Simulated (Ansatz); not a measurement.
Frontier orbitals of CH$_{10}$AlBSi$_{2}$ (`[SiH3]C[BH][AlH][SiH3]`).

The species carries charge 0 and has multiplicity 1. The geometry is a stationary point of PBE0-D4/def2-TZVP. It is one conformer, not always the lowest. Basis def2-TZVPP, the Gaussian-basis code of Ansatz.

```json
{"functional": "r2SCAN", "HOMO (eV)": "-6.02", "LUMO (eV)": "-2.45"}
```

**Question.** Give HOMO and LUMO (eV) with LDA (SPW92), PBE, revPBE, BLYP, B97M-V, PBE0, B3LYP, r2SCANh, r2SCAN0, HSE06 (plane-wave form), BHLYP, CAM-B3LYP, LC-ωPBE, ωB97X-V, ωB97M-V, HF. (Estimate.)

**Answer.** Ansatz gave: 
| functional | HOMO | LUMO |
| --- | --- | --- |
| LDA (SPW92) | -5.88 | -2.89 |
| PBE | -5.81 | -2.68 |
| revPBE | -5.77 | -2.58 |
| BLYP | -5.68 | -2.51 |
| B97M-V | -6.09 | -2.62 |
| PBE0 | -6.87 | -1.90 |
| B3LYP | -6.69 | -2.06 |
| r2SCANh | -6.41 | -2.18 |
| r2SCAN0 | -7.01 | -1.79 |
| HSE06 (plane-wave form) | -6.48 | -2.27 |
| BHLYP | -7.84 | -1.08 |
| CAM-B3LYP | -8.12 | -0.92 |
| LC-ωPBE | -9.41 | 0.13 |
| ωB97X-V | -9.10 | 0.00 |
| ωB97M-V | -8.87 | -0.28 |
| HF | -9.34 | 0.88 |

B3LYP here is the variant with VWN-RPA as its local correlation; programs differ in this. LC-ωPBE has ω = 0.4 bohr⁻¹.
